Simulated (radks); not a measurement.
Species: Gd7+. Configuration: [Kr] 4d10 4f6 5s1 5p3 6p1 (not the ground configuration). Method: scalar-relativistic Kohn-Sham, BP86, spin-polarised, spherical densities, finite nucleus; open shells are filled with parallel spins first (spin-orbit coupling, left out, can overturn this in heavy ions); Fermi nuclear charge, rms radius 5.1569 fm; computed with a radial shooting solver on a logarithmic mesh with Libxc functionals. Some entries of the table are withheld. Estimate them.

orbital,occ.,eigenvalue (eV),<1/r> (bohr^-1),r(max) (bohr)
1s up,1,-50213.00,71.65,0.01392
1s down,1,-50212.55,71.65,0.01392
2s up,1,-8382.286,16.62,0.07900
2s down,1,-8381.995,16.62,0.07900
2p up,3,-7472.401,15.52,0.06394
2p down,3,-7472.017,15.52,0.06394
3s up,1,-1944.329,6.097,0.2243
3s down,1,-1941.424,6.103,0.2242
3p up,3,-1662.337,5.732,0.2201
3p down,3,-1659.409,5.739,0.2200
3d up,5,-1289.493,5.439,0.1801
3d down,5,-1287.172,5.445,0.1800
4s up,1,-479.8116,2.577,0.5150
4s down,1,-473.2319,2.576,0.5151
4p up,3,-386.5550,2.372,0.5372
4p down,3,-379.9680,2.373,0.5373
4d up,5,-257.3727,2.099,0.5572
4d down,5,-250.5979,2.103,0.5569
5s up,1,-148.2592,1.093,1.147
5s down,0,-139.2421,1.087,1.146
5p up,3,-121.4042,0.9795,1.257
4f up,6,-115.8602,1.648,(1)
5p down,0,-112.8064,0.9636,1.263
4f down,0,-108.3903,1.661,(2)
6p up,1,-58.4560,0.5067,2.579

Answer. 
(1) 4f up r(max) (bohr): 0.5545
(2) 4f down r(max) (bohr): 0.5534
